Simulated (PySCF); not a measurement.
A GIAO shielding run with PySCF (density fitting, non-relativistic, gas phase) on SMILES CC[B@H-]([NH3+])Cl, C2H9BClN:

```
$ OMP_NUM_THREADS=1 python probes_run.py task.json out

{"job": {"kind": "nmr", "xc": "HF", "basis": "pcSseg-1", "pop": false}, "charge": 0, "multiplicity": 1}
C     -1.535506     0.577203     0.519289
C     -0.856462    -0.249628    -0.569507
B      0.555555    -0.878150    -0.148330
N      1.600712     0.345565     0.130261
Cl     1.391929    -1.809564    -1.534957
H     -2.516008     0.971533     0.207284
H     -1.696723    -0.019534     1.431817
H     -0.937221     1.459133     0.817735
H     -1.513412    -1.090018    -0.851290
H     -0.752273     0.350461    -1.494396
H      0.552362    -1.529079     0.886942
H      1.281927     0.938348     0.899169
H      2.522459    -0.029674     0.358848
H      1.696759     0.920368    -0.710134
```

Hardware: 1 thread of an Intel Xeon Platinum 8488C, shared host.

(1) How large is the calculation?

(2) How long does it take, and how much memory does it need?

(3) And these other runs on the same molecule and hardware: GIAO shielding at B3LYP/pcSseg-1; GIAO shielding at B97-D/pcSseg-1; GIAO shielding at BLYP/pcSseg-1; GIAO shielding at BP86/pcSseg-1; GIAO shielding at KT2/pcSseg-1; GIAO shielding at KT3/pcSseg-1?

## Answers

(1) 50 electrons, 137 basis functions and 725 auxiliary functions.

(2) 4.4 s of wall time, with 10 SCF cycles and 6 response iterations; peak memory 0.71 GiB. Times on a shared host scatter by some tens of per cent.

(3) B3LYP/pcSseg-1: 137 functions, 10 s; B97-D/pcSseg-1: 137 functions, 15 s; BLYP/pcSseg-1: 137 functions, 21 s; BP86/pcSseg-1: 137 functions, 22 s; KT2/pcSseg-1: 137 functions, 15 s; KT3/pcSseg-1: 137 functions, 15 s.
